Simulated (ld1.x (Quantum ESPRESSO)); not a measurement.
Wu–Cohen TM dataset for Si (Z = 14), non-relativistic all-electron reference.

silicon (Si), norm-conserving Troullier–Martins (Kleinman–Bylander form), made with ld1.x (Quantum ESPRESSO) 7.5 (Wu–Cohen, non-relativistic). Core [Ne], reference 3s2 3p2. Waves: 3s (bound): rc 1.80 bohr; 3p (bound): rc 2.35 bohr; 3d channel at 0.2 Ry: rc 2.40 bohr. Local part: the d channel. Core correction: none.

* Cutoffs needed: 15 Ry and 35 Ry (the cutoffs (Ry, on a coarse ladder) from which the occupation-weighted sum of valence levels, in a spherical-Bessel basis at the reference potential, stays within 10 and 1 mRy of its value at 400 Ry)
* Ghost test: no extra level below or beside the all-electron valence levels (s, p, d, f tested) (spherical-Bessel basis up to 400 Ry, 20 bohr box)
* Largest excitation error: +97 meV (all-electron minus pseudo) for 3s1 3p0, out of 7 test configurations
